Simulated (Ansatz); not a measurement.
```yaml
crystal:
  periodic: [false, false, false]
  atoms:
    - {symbol: Sn, position_ang: [1.244295, 2.088583, 0.950164]}
    - {symbol: Sn, position_ang: [0.139799, -2.141615, -1.438498]}
    - {symbol: Sn, position_ang: [-1.895282, 0.824362, -2.646479]}
    - {symbol: O, position_ang: [-1.224973, -0.574383, -1.485117]}
    - {symbol: O, position_ang: [-0.930417, 1.755768, 0.412852]}
    - {symbol: O, position_ang: [0.756409, 2.072563, 2.888957]}
    - {symbol: O, position_ang: [1.567463, -0.605385, -0.311502]}
    - {symbol: O, position_ang: [1.047054, -0.102534, 0.906940]}
    - {symbol: O, position_ang: [-1.893308, 2.510274, -1.831048]}
    - {symbol: O, position_ang: [-0.463324, -2.686778, 0.462515]}
    - {symbol: O, position_ang: [0.743369, -2.694744, 1.287330]}
    - {symbol: O, position_ang: [2.735411, -1.421116, -0.030500]}
    - {symbol: H, position_ang: [-1.336885, 2.185494, -0.436831]}
    - {symbol: H, position_ang: [-0.049320, 1.570266, 3.079624]}
    - {symbol: H, position_ang: [2.288919, -2.132987, 0.506736]}
    - {symbol: H, position_ang: [0.704886, -1.768111, 1.624832]}
    - {symbol: H, position_ang: [-2.431802, 0.328192, -4.190361]}
    - {symbol: H, position_ang: [-1.002314, 0.792151, 0.250387]}
basis:
  gaussian: {orbitals: def2-TZVP}
total_charge: -1
magnetization: {spin_polarized: true, initial_magnetization: 1}
hamiltonian: {xc: pbe0, dispersion: d4}
scf: {omitted_lower_state_checks: [starts]}
output: {orbitals: {seedname: orbitals}}
```

```sh
$ ansatz run in.yaml --threads 4 --pin off --events-out ev --progress --plain --max-ram 6963MiB
```

Q: Does this run fit into the memory that it is given?

A: No. It has 465 basis functions, and Ansatz plans for 8 GiB where 7 GiB are given.
